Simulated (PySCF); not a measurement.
# Working out the ionisation energy of Xe

Xe [Xe] (1S) → Xe⁺ [Kr] 4d10 5s2 5p5 (2P). Calculation: PySCF 2.14, in aug-cc-pwCVDZ-PP with ECP28MDF; a scalar-relativistic core potential. Frozen: 4s2 4p6 4d10. Energies in hartree (1 hartree = 27.21139 eV):

| part | Xe (lower) | Xe⁺ (upper) |
| --- | --- | --- |
| UHF | -328.291724 | -327.866233 |
| CCSD correlation | -0.125311 | -0.103679 |
| (T) | -0.002267 | -0.001563 |

Problem. What does Hartree-Fock give?

Solution. (-327.866233) − (-328.291724) = 0.425491 hartree = 11.578 eV.

Problem. What do CCSD and CCSD(T) give?

Solution. The CCSD correlation energies differ by 0.021632 hartree = 0.589 eV and the triples by 0.000704 hartree = 0.019 eV, so CCSD gives 12.167 eV and CCSD(T) 12.186 eV.

Measured between the centres of the two terms (NIST): 12.565 eV, so CCSD(T) (valence) is off by -0.379 eV.

A double-zeta basis recovers only part of the correlation energy.

What remains against the reference includes basis incompleteness, the frozen core and higher excitations.
